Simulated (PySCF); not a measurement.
# Two-component Hartree-Fock for F⁷⁺ (fluorine, charge +7)

Start: 1s2. Calculated with PySCF 2.14 in an uncontracted even-tempered set (16 s from 3.1 bohr⁻², ratio 2.4; 8 p from 4 bohr⁻², ratio 2.4; 3 d from 14 bohr⁻², ratio 2.6; 3 f from 20 bohr⁻², ratio 2.6): generalised Hartree-Fock with the X2C-1e Hamiltonian and a Gaussian nucleus; one run each with spin-orbit coupling (SO) switched off, then screened by Boettger's factors.

```
spinor shell  electrons  ε, spin-free (eV)  ε, screened SO (eV)  weight of nominal j (screened SO)  rms radius, screened SO (bohr)
       1s1/2          2            -954.39              -954.39                              1.000                           0.201
```

```csv
quantity,spin-free,screened SO
E (hartree),-75.56067,-75.56067
M_J,0,0
⟨J²⟩,0.000,0.000
⟨L²⟩,0.000,0.000
⟨S²⟩,0.000,0.000
```

Without spin-orbit coupling the j labels of p, d and f shells carry no meaning; the spin-free column gives the mean over the occupied spinors of each nl shell.
